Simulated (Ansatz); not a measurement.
```yaml
crystal:
  periodic: [false, false, false]
  atoms:
    - {symbol: Pt, position_ang: [0.959093, -0.719208, 0.992939]}
    - {symbol: Pt, position_ang: [-0.386110, -0.651669, -1.209730]}
    - {symbol: Pt, position_ang: [-1.043889, 1.286454, 0.508642]}
basis:
  gaussian: {orbitals: cc-pVTZ-PP}
total_charge: -1
magnetization: {spin_polarized: true, initial_magnetization: 3}
hamiltonian: {xc: {name: PBE}}
```

```sh
$ ansatz run in.yaml --threads 4 --pin off --events-out ev --progress --plain --max-ram 3916MiB
```

It prints (some lines left out):

```
Functional definition: PBE
1236 factors; their error is unknown
mean field evaluation 1: about -9754.6477 eV, gradient 1.9e1 eV
mean field evaluation 2: about -9448.4937 eV, gradient 2.1e2 eV
mean field evaluation 4: about -9756.1603 eV, gradient 1.2e1 eV
mean field evaluation 8: about -9756.8103 eV, gradient 3.1e0 eV
mean field evaluation 16: about -9756.8491 eV, gradient 1.1e0 eV
mean field evaluation 32: about -9756.8536 eV, gradient 4.1e-5 eV
mean field evaluation 64: about -9756.8536 eV, gradient 6.3e-3 eV
mean field evaluation 96: about -9756.8370 eV, gradient 1.6e-1 eV
mean field evaluation 128: about -9756.8495 eV, gradient 2.3e-1 eV
mean field evaluation 160: about -9756.8508 eV, gradient 1.0e-1 eV
mean field evaluation 192: about -9755.7948 eV, gradient 5.2e0 eV
mean field evaluation 224: about -9756.8108 eV, gradient 5.7e-1 eV
mean field -9756.85363376 eV, -358.5577576079 hartree, gradient 2.8e-6 eV, S^2 3.791859; 4 other end points of the search recorded, 0 dependent functions left out
reference -9756.85367510 eV, -358.5577591269 hartree; 29, 26 occupied and 160, 163 virtual orbitals, 1236 factors
Total energy: -9756.85367510 eV, -358.5577591269 hartree
```

Hardware: 4 threads of Arm Neoverse V1 on a shared host. Wall time 70 s, peak host memory 0.73 GiB.

The highest occupied level of an anion often lies above zero with these methods, and sets without diffuse functions describe the outer electron poorly.
